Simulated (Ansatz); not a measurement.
Ansatz (a first-principles code) input (B3LYP-D3(BJ)/def2-TZVP):

Ansatz 0.2 input:
```yaml
crystal:
  periodic: [false, false, false]
  atoms:
    - {symbol: Bi, position_ang: [-0.12178988, -0.08764525, 0.18832819]}
    - {symbol: F, position_ang: [-0.32495132, 1.62226459, -0.87482024]}
    - {symbol: F, position_ang: [1.44812468, -0.81398062, -0.86198414]}
basis:
  gaussian:
    orbitals: def2-TZVP
hamiltonian:
  xc: b3lyp
  dispersion: d3bj
magnetization: {spin_polarized: true, initial_magnetization: 1}
phonons: {temperatures: {t_min: 298.15, t_max: 298.15, t_step: 100}}
```

Output:

```
Functional definition: B3LYP
integrals: 0.03 GiB planned
717 factors; their error is unknown
mean field: 0.42 GiB planned
mean field evaluation 1: about -11274.2709 eV, gradient 4.2e1 eV
mean field evaluation 2: about -11231.2652 eV, gradient 1.2e2 eV
mean field evaluation 4: about -11279.8415 eV, gradient 3.0e0 eV
mean field evaluation 8: about -11279.8762 eV, gradient 3.7e-2 eV
mean field evaluation 16: about -11279.9543 eV, gradient 2.8e-5 eV
mean field -11279.95427612 eV, -414.5306738196 hartree, gradient 2.8e-5 eV, S^2 0.751671; 0 other end points of the search recorded, 0 dependent functions left out
the calculation of the forces begins
reference -11279.95446750 eV, -414.5306808530 hartree; 21, 20 occupied and 91, 92 virtual orbitals, 717 factors
these checks for a lower state are left out or cut short: stability, starts, cluster_reference, orbital_swaps, neighbouring_geometries, increment
integrals: 0.03 GiB planned
717 factors; their error is unknown
mean field: 0.42 GiB planned
mean field -11279.95422984 eV, -414.5306721192 hartree, gradient 4.7e-6 eV, S^2 0.751671; 0 other end points of the search recorded, 0 dependent functions left out
the calculation of the forces begins
reference -11279.95442127 eV, -414.5306791540 hartree; 21, 20 occupied and 91, 92 virtual orbitals, 717 factors
these checks for a lower state are left out or cut short: stability, starts, cluster_reference, orbital_swaps, neighbouring_geometries, increment
integrals: 0.03 GiB planned
717 factors; their error is unknown
mean field: 0.42 GiB planned
mean field evaluation 32: about -11279.9542 eV, gradient 1.7e-6 eV
mean field -11279.95423335 eV, -414.5306722481 hartree, gradient 3.8e-6 eV, S^2 0.751671; 0 other end points of the search recorded, 0 dependent functions left out
the calculation of the forces begins
reference -11279.95442470 eV, -414.5306792800 hartree; 21, 20 occupied and 91, 92 virtual orbitals, 717 factors
these checks for a lower state are left out or cut short: stability, starts, cluster_reference, orbital_swaps, neighbouring_geometries, increment
integrals: 0.03 GiB planned
717 factors; their error is unknown
mean field: 0.42 GiB planned
mean field -11279.95426362 eV, -414.5306733604 hartree, gradient 3.9e-6 eV, S^2 0.751671; 0 other end points of the search recorded, 0 dependent functions left out
the calculation of the forces begins
reference -11279.95445498 eV, -414.5306803929 hartree; 21, 20 occupied and 91, 92 virtual orbitals, 717 factors
these checks for a lower state are left out or cut short: stability, starts, cluster_reference, orbital_swaps, neighbouring_geometries, increment
integrals: 0.03 GiB planned
717 factors; their error is unknown
mean field: 0.42 GiB planned
mean field -11279.95427094 eV, -414.5306736293 hartree, gradient 5.2e-6 eV, S^2 0.751671; 0 other end points of the search recorded, 0 dependent functions left out
the calculation of the forces begins
reference -11279.95446235 eV, -414.5306806635 hartree; 21, 20 occupied and 91, 92 virtual orbitals, 717 factors
these checks for a lower state are left out or cut short: stability, starts, cluster_reference, orbital_swaps, neighbouring_geometries, increment
integrals: 0.03 GiB planned
717 factors; their error is unknown
mean field: 0.42 GiB planned
mean field -11279.95424003 eV, -414.5306724935 hartree, gradient 3.8e-6 eV, S^2 0.751671; 0 other end points of the search recorded, 0 dependent functions left out
the calculation of the forces begins
reference -11279.95443144 eV, -414.5306795277 hartree; 21, 20 occupied and 91, 92 virtual orbitals, 717 factors
these checks for a lower state are left out or cut short: stability, starts, cluster_reference, orbital_swaps, neighbouring_geometries, increment
integrals: 0.03 GiB planned
717 factors; their error is unknown
mean field: 0.42 GiB planned
mean field evaluation 64: about -11279.9543 eV, gradient 1.7e-6 eV
mean field -11279.95425646 eV, -414.5306730975 hartree, gradient 3.8e-6 eV, S^2 0.751671; 0 other end points of the search recorded, 0 dependent functions left out
the calculation of the forces begins
reference -11279.95444783 eV, -414.5306801300 hartree; 21, 20 occupied and 91, 92 virtual orbitals, 717 factors
Total energy: -11280.02049347 eV, -414.5331072625 hartree
Atom 0 at    -0.121790    -0.087645     0.188328 Å, force     0.000172     0.000123    -0.000265 eV/Å
Atom 1 at    -0.324951     1.622265    -0.874820 Å, force    -0.000007    -0.000169     0.000133 eV/Å
Atom 2 at     1.448125    -0.813981    -0.861984 Å, force    -0.000164     0.000046     0.000132 eV/Å
Dipole moment:    -0.466823    -0.335946     0.721866 e Å
Vibrations: 165.65 547.47 565.89 cm⁻¹, zero-point energy 0.079289 eV
```

It need not be the lowest isomer of its formula.
